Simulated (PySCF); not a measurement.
C$_{2}$F$_{4}$, charge +1, doublet, at a GFN2-xTB geometry (a state made from the parent by changing its charge; the spin is typed, not shown lowest), with bond 5-4 at 1.8 times its length; HF/6-31G (PySCF).

Input for PySCF:
```python
from pyscf import gto, scf

mol = gto.Mole()
mol.atom = '''
    F    -1.35271688    0.00082784    1.12268403
    C    -0.70852094   -0.02613901    0.02292277
    F    -1.41862743   -0.10306927   -1.03302276
    C     0.70852094    0.02613901   -0.02292277
    F     1.86807363   -0.02240132   -2.00249304
    F     1.41862743    0.10306927    1.03302276
'''
mol.basis = '6-31g'
mol.charge = 1
mol.spin = 1
mol.verbose = 4
mol.build()

mf = scf.UHF(mol)
mf.kernel()
mo_i, mo_e, stable_i, stable_e = mf.stability(internal=True, external=True, return_status=True, nroots=6, tol=1e-6)
print('internally stable:', stable_i, ' externally stable:', stable_e)
if not stable_i:
    umf = mf.copy()
    umf.scf_summary = {}
    umf.kernel(umf.make_rdm1(mo_i, mf.mo_occ))
```

### Question
Predict the main parts of the log of this PySCF run.

### Answer

```
PySCF version 2.14.0

[INPUT] verbose = 4
[INPUT] num. atoms = 6
[INPUT] num. electrons = 47
[INPUT] charge = 1
[INPUT] spin (= nelec alpha-beta = 2S) = 1
[INPUT] symmetry False subgroup None
[INPUT] Mole.unit = angstrom
[INPUT] Symbol           X                Y                Z      unit          X                Y                Z       unit  Magmom
[...]
nuclear repulsion = 221.699425277378
number of shells = 30
number of NR pGTOs = 132
number of NR cGTOs = 54
basis = 6-31g
ecp = {}

******** <class 'pyscf.scf.uhf.UHF'> ********
method = UHF
initial guess = minao
damping factor = 0
level_shift factor = 0
DIIS = <class 'pyscf.scf.diis.CDIIS'>
diis_start_cycle = 1
diis_space = 8
diis_damp = 0
SCF conv_tol = 1e-09
SCF conv_tol_grad = None
SCF max_cycles = 50
direct_scf = True
direct_scf_tol = 1e-13
number electrons alpha = 24  beta = 23
Set gradient conv threshold to 3.16228e-05
init E= -473.90599094465

cycle= 1 E= -471.985443114248  delta_E= 1.92  |g|= 0.938  |ddm|= 1.78
cycle= 2 E= -465.074086264053  delta_E= 6.91  |g|= 2.74  |ddm|= 3.08
cycle= 3 E= -472.344560113074  delta_E= -7.27  |g|= 0.619  |ddm|= 2.91
cycle= 4 E= -472.475267625304  delta_E= -0.131  |g|= 0.301  |ddm|= 0.334
cycle= 5 E= -472.565065967665  delta_E= -0.0898  |g|= 0.108  |ddm|= 0.41
cycle= 6 E= -472.596186399439  delta_E= -0.0311  |g|= 0.11  |ddm|= 0.226
cycle= 7 E= -472.621106972967  delta_E= -0.0249  |g|= 0.108  |ddm|= 0.179
cycle= 8 E= -472.636284362738  delta_E= -0.0152  |g|= 0.103  |ddm|= 0.112
cycle= 9 E= -472.679675496989  delta_E= -0.0434  |g|= 0.062  |ddm|= 0.617
cycle= 10 E= -472.680620092303  delta_E= -0.000945  |g|= 0.0282  |ddm|= 0.159
cycle= 11 E= -472.682106402816  delta_E= -0.00149  |g|= 0.0119  |ddm|= 0.0703
cycle= 12 E= -472.682320554868  delta_E= -0.000214  |g|= 0.00453  |ddm|= 0.0308
cycle= 13 E= -472.682335318545  delta_E= -1.48e-05  |g|= 0.00219  |ddm|= 0.00679
cycle= 14 E= -472.682337042121  delta_E= -1.72e-06  |g|= 0.00171  |ddm|= 0.00762
cycle= 15 E= -472.682339916895  delta_E= -2.87e-06  |g|= 0.000741  |ddm|= 0.00476
cycle= 16 E= -472.682340704683  delta_E= -7.88e-07  |g|= 0.000423  |ddm|= 0.003
cycle= 17 E= -472.682340930159  delta_E= -2.25e-07  |g|= 0.000171  |ddm|= 0.000961
cycle= 18 E= -472.682341002815  delta_E= -7.27e-08  |g|= 0.000142  |ddm|= 0.000334
cycle= 19 E= -472.68234107632  delta_E= -7.35e-08  |g|= 0.00013  |ddm|= 0.000328
cycle= 20 E= -472.682341160184  delta_E= -8.39e-08  |g|= 0.000121  |ddm|= 0.000394
[...]
converged SCF energy = -472.682341843177  <S^2> = 0.75230986  2S+1 = 2.0023085
<class 'pyscf.scf.uhf.UHF'> wavefunction has an internal instability
<class 'pyscf.scf.uhf.UHF'> wavefunction has an real -> complex instability
<class 'pyscf.scf.uhf.UHF'> wavefunction has an UHF/UKS -> GHF/GKS instability
internally stable: False  externally stable: False
[...]
cycle= 22 E= -472.737908586453  delta_E= 2.57e-05  |g|= 0.00142  |ddm|= 0.0134
cycle= 23 E= -472.737831814907  delta_E= 7.68e-05  |g|= 0.00127  |ddm|= 0.034
cycle= 24 E= -472.737800172529  delta_E= 3.16e-05  |g|= 0.00114  |ddm|= 0.0155
cycle= 25 E= -472.737729935407  delta_E= 7.02e-05  |g|= 0.00108  |ddm|= 0.0417
cycle= 26 E= -472.737681568748  delta_E= 4.84e-05  |g|= 0.000696  |ddm|= 0.0428
cycle= 27 E= -472.737653474206  delta_E= 2.81e-05  |g|= 0.00049  |ddm|= 0.0467
cycle= 28 E= -472.737649372346  delta_E= 4.1e-06  |g|= 0.000188  |ddm|= 0.0169
cycle= 29 E= -472.737648435619  delta_E= 9.37e-07  |g|= 0.000227  |ddm|= 0.00718
cycle= 30 E= -472.737648291607  delta_E= 1.44e-07  |g|= 0.000101  |ddm|= 0.00514
cycle= 31 E= -472.737648235656  delta_E= 5.6e-08  |g|= 6.69e-05  |ddm|= 0.0024
cycle= 32 E= -472.737648211737  delta_E= 2.39e-08  |g|= 7.74e-05  |ddm|= 0.000316
cycle= 33 E= -472.737648241973  delta_E= -3.02e-08  |g|= 5.75e-05  |ddm|= 0.000554
cycle= 34 E= -472.737648250304  delta_E= -8.33e-09  |g|= 5.65e-05  |ddm|= 0.000279
cycle= 35 E= -472.737648257517  delta_E= -7.21e-09  |g|= 5.54e-05  |ddm|= 0.000432
cycle= 36 E= -472.737648263953  delta_E= -6.44e-09  |g|= 5.55e-05  |ddm|= 0.000209
cycle= 37 E= -472.737648268804  delta_E= -4.85e-09  |g|= 5.54e-05  |ddm|= 0.000201
cycle= 38 E= -472.73764827911  delta_E= -1.03e-08  |g|= 5.53e-05  |ddm|= 0.000374
cycle= 39 E= -472.737648290305  delta_E= -1.12e-08  |g|= 5.52e-05  |ddm|= 0.000315
cycle= 40 E= -472.737648291078  delta_E= -7.73e-10  |g|= 5.52e-05  |ddm|= 6.4e-05
cycle= 41 E= -472.737648292203  delta_E= -1.13e-09  |g|= 5.53e-05  |ddm|= 0.000206
cycle= 42 E= -472.737648283264  delta_E= 8.94e-09  |g|= 5.6e-05  |ddm|= 0.000429
cycle= 43 E= -472.737648270812  delta_E= 1.25e-08  |g|= 5.47e-05  |ddm|= 0.000278
cycle= 44 E= -472.737648267018  delta_E= 3.79e-09  |g|= 4.77e-05  |ddm|= 0.00145
cycle= 45 E= -472.737648221519  delta_E= 4.55e-08  |g|= 3.79e-05  |ddm|= 0.00249
cycle= 46 E= -472.737648215659  delta_E= 5.86e-09  |g|= 3.61e-05  |ddm|= 0.000642
cycle= 47 E= -472.737648210587  delta_E= 5.07e-09  |g|= 3.5e-05  |ddm|= 0.000371
cycle= 48 E= -472.737648207384  delta_E= 3.2e-09  |g|= 3.44e-05  |ddm|= 0.000186
cycle= 49 E= -472.737648195635  delta_E= 1.17e-08  |g|= 3.34e-05  |ddm|= 0.000263
cycle= 50 E= -472.737648159685  delta_E= 3.59e-08  |g|= 2.89e-05  |ddm|= 0.000841
SCF not converged.
SCF energy = -472.737648159685 after 50 cycles  <S^2> = 1.746211  2S+1 = 2.8257466
```

The run did not converge; its last values are not results.
